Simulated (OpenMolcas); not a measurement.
Au VII.

* Program: OpenMolcas
* Method: RASSCF
* Basis: ANO-RCC-VQZP [9s8p6d4f2g1h]
* Scalar Hamiltonian: DKH2, point nucleus
* Active space: 11 electrons in 8 orbitals (RAS1 5p, at most 2 holes; RAS2 5d)
* State averaging: 2S+1 = 6 even, 1 root; 2S+1 = 4 even, 24 roots; 2S+1 = 2 even, 75 roots
* Spin-orbit coupling: RASSI with atomic mean-field integrals over the reference wave functions, term energies averaged over their components

Levels without dynamic correlation, in cm⁻¹ above 5d⁵ ⁶S_5/2:

```csv
Level,E
5d⁵ ²D_3/2(2) [72 %],80917
5d⁵ ²I_11/2 [68 %],49804
5d⁵ ²S_1/2 [75 %],72908
```

On this reference, MS-RASPT2, IPEA 0.25 Eh, imaginary shift 0.1 Eh (closed shells correlated: 5s) puts 5d⁵ ²D_3/2(2) [72 %] at 75310 cm⁻¹.

Problem. Estimate the other levels at that method by one scale factor, and say how well it serves.

Solution. The factor is 75310 / 80917 = 0.931. Scaled values beside those that MS-RASPT2 gives:
```json
{"Level": "5d⁵ ²I_11/2 [68 %]", "Scaled": "46368", "MS-RASPT2": "44580", "Miss (%)": "+4.0"}
{"Level": "5d⁵ ²S_1/2 [75 %]", "Scaled": "67877", "MS-RASPT2": "66650", "Miss (%)": "+1.8"}
```
For these levels the scaled values miss MS-RASPT2 by up to 4.0 %, as correlation changes each term by its own factor, spin-orbit parts do not scale and CASPT2 has its own spread within terms. This holds within one configuration; levels of others move differently, and the target method has errors of its own against measurement.

CASPT2 does not keep the components of a term degenerate, so their means are used; among the terms shown or strongly mixed into the levels shown the widest spread is 350 cm-1 (5d⁵ ⁴G, MS-RASPT2). Active for correlation alone: 5p; no level in the range computed is led by a configuration that opens it, so any true level of that kind is missing. Without dynamic correlation excited terms often stand tens of per cent too high (terms of higher spin than the ground term too low), and those without a measured partner can miss by more than the paired ones (holds for RASSCF). Blocks of more than 70 roots (2S+1 = 2 even) ran without multistate coupling (holds for MS-RASPT2). Only configurations of the active space appear.

A share in square brackets marks a mixed level and gives the weight of the term that names it, the lowest over the columns. A number in round brackets counts repeated terms of one configuration in the order of the reference energies.
